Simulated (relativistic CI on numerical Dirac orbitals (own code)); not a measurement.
**Cu4+ in a cubic cluster: 3p photoemission with charge transfer**

Computed with a charge-transfer multiplet model of a cubic metal-ligand cluster with up to 2 ligand holes, Slater and spin-orbit integrals from Dirac-Coulomb-Breit ions, Slater integrals scaled by 0.8. The parameters are those of a tetrahedral site (10Dq negative, t2 hopping the larger). The ground state mixes d7 with configurations of k ligand holes L, whose averages lie at kΔ + k(k − 1)U_dd/2; a core hole lowers each added d electron by U_cd. 20 K, Lorentzian 0.9 eV and Gaussian 0.8 eV FWHM.

Atomic integrals in eV (Slater integrals scaled, ζ unscaled), ground: F2dd 11.838, F4dd 7.422, zeta_d 0.120; with the core hole: F2dd 12.561, F4dd 7.909, zeta_d 0.129, zeta_core 1.819, F2cd 12.922, G1cd 15.775, G3cd 9.748.

Cluster parameters (eV): Δ = -2, U_dd = 8, U_cd = 9.3, 10Dq = -0.35, 10Dq(ligand) = 0, final-state hopping factor = 1.

```
                              Case   n_d    d7   d8L  d9L2     S
V(eg) = 0.92 eV, V(t2g) = -1.57 eV  7.66  0.38  0.57  0.05  1.50
V(eg) = 1.52 eV, V(t2g) = -2.59 eV  7.74  0.35  0.56  0.09  1.50
 V(eg) = 1.82 eV, V(t2g) = -3.1 eV  7.77  0.34  0.56  0.11  1.50
V(eg) = 2.12 eV, V(t2g) = -3.61 eV  7.80  0.32  0.55  0.12  1.50
V(eg) = 2.42 eV, V(t2g) = -4.12 eV  7.82  0.31  0.55  0.13  1.50
```

Weights, n_d and S are thermal averages at 20 K. Binding energies count from the first peak over 30 % of the highest in each spectrum, which can be another peak from case to case. The parameters are a model scan and need not match a compound or its usual spin state. Peaks in eV (height, largest 100):
- V(eg) = 0.92 eV, V(t2g) = -1.57 eV: 0.0 (100), 6.1 (81), 10.1 (41), 13.0 (43), 15.5 (41), 20.3 (17), 22.3 (38), 33.6 (16)
- V(eg) = 1.52 eV, V(t2g) = -2.59 eV: 0.0 (100), 7.5 (52), 12.1 (25), 15.5 (33), 16.6 (30), 19.9 (9), 22.7 (7), 25.3 (23), 36.7 (7)
- V(eg) = 1.82 eV, V(t2g) = -3.1 eV: 0.0 (100), 6.5 (35), 7.9 (38), 13.2 (23), 14.4 (22), 16.9 (27), 22.2 (6), 23.8 (5), 26.8 (19)
- V(eg) = 2.12 eV, V(t2g) = -3.61 eV: 0.0 (100), 6.6 (32), 8.2 (30), 14.3 (24), 15.5 (22), 18.0 (20), 24.4 (5), 28.2 (14)
- V(eg) = 2.42 eV, V(t2g) = -4.12 eV: 0.0 (100), 6.9 (29), 8.7 (25), 11.9 (11), 15.4 (25), 19.4 (13), 29.7 (11)

Curve for V(eg) = 2.12 eV, V(t2g) = -3.61 eV (points under 2 left out, the grid thinned):

E (eV), Intensity and a bar:
```
     -3.9        2.9 
     -3.1        4.5 #
     -2.2        8.5 ##
     -1.4       21.5 ######
     -0.6       72.7 #######################
      0.3       94.7 ##############################
      1.1       68.3 #####################
      1.9       52.8 ################
      2.8       41.5 #############
      3.6       34.1 ##########
      4.4       25.2 ########
      5.3       24.4 #######
      6.1       29.9 #########
      6.9       31.2 #########
      7.8       28.9 #########
      8.6       28.3 #########
      9.4       22.6 #######
     10.3       16.3 #####
     11.1       13.8 ####
     11.9       12.2 ###
     12.8       12.4 ###
     13.6       18.1 #####
     14.5       23.3 #######
     15.3       21.9 ######
     16.1       20.3 ######
     17.0       17.1 #####
     17.8       19.5 ######
     18.6       17.3 #####
     19.5       11.0 ###
     20.3        6.0 #
     21.1        3.6 #
     22.0        3.1 
     22.8        3.4 
     23.6        4.4 #
     24.5        5.1 #
     25.3        4.3 #
     26.1        3.9 #
     27.0        7.0 ##
     27.8       12.8 ###
     28.6       13.4 ####
     29.5        8.0 ##
     30.3        3.5 
     39.2        2.5 
     40.1        3.3 
     40.9        2.0
```

For the case V(eg) = 1.52 eV, V(t2g) = -2.59 eV, Δ = -2 eV is smaller than U_dd = 8 eV, the charge-transfer side of the Zaanen-Sawatzky-Allen scheme (negative Δ: between configuration averages a ligand hole costs less than the nominal valence; multiplet and field energies can change this for the lowest states). With the core hole the average of the configuration with one ligand hole lies at Δ − U_cd = -11.3 eV before mixing: it lies below the unscreened one, so the lowest final states are mostly screened and the unscreened weight appears at higher binding energy as a satellite.

With at most 2 ligand holes the space is cut while the next configuration still counts, so covalency is underestimated, and a final configuration with one more ligand hole, which can lie low, is missing from the spectra.
